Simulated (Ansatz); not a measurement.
Reactions of `COC(=N)Br`.

Isolated molecules relaxed with PBE0-D4/def2-TZVP in Ansatz; ΔE leaves out vibrations. CCSD(T)/CBS adds triple-zeta CCSD(T) − MP2 to the extrapolated MP2 energy (def2 sets, frozen cores). This one scheme is used for every species, atoms too. For atomizations the MP2-based limit and the directly extrapolated one differ by several kJ/mol either way, and by 10 to 25 for some Ge, Se and Sn compounds, so smaller differences from it don't rank the levels. No spin–orbit coupling; open shells (•) take unrestricted orbitals. Spin–orbit coupling would lower the free atoms: a little for C, O; clearly for Br. def2 core potentials past Kr. Bonds to Br, I are less sure, by a few kJ/mol each and by 10 to 20 or more in all where they break to atoms, as the def2 sets lack core-valence functions. Scalar relativity is left out up to krypton. One conformer a species, not always the lowest.

Problem. Order these by ΔE at CCSD(T)/CBS, lowest first. (Estimate.)
A. `COC(=N)Br` → Br• + 2 C• + 4 H• + N• + O•
B. `COC(=N)Br` → `[CH2]` (triplet) + `N=C(O)Br`
C. `COC(=N)Br` + HI → `N=C(Br)I` + CH₃OH
D. `COC(=N)Br` + HCl → `COC(=N)Cl` + HBr
E. `COC(=N)Br` + `C=N` → `C=NC` + `N=C(O)Br`
F. `COC(=N)Br` + HI → `COC(=N)I` + HBr
G. `COC(=N)Br` + CH₃NH₂ → `CNC(=N)Br` + CH₃OH

Solution. G (-45.6 kJ/mol), E (-21.3 kJ/mol), F (-7.4 kJ/mol), D (+1.5 kJ/mol), C (+17.9 kJ/mol), B (+399.1 kJ/mol), A (+3365.6 kJ/mol).

Largest T1 diagnostic: 0.013, for `COC(=N)Cl`.
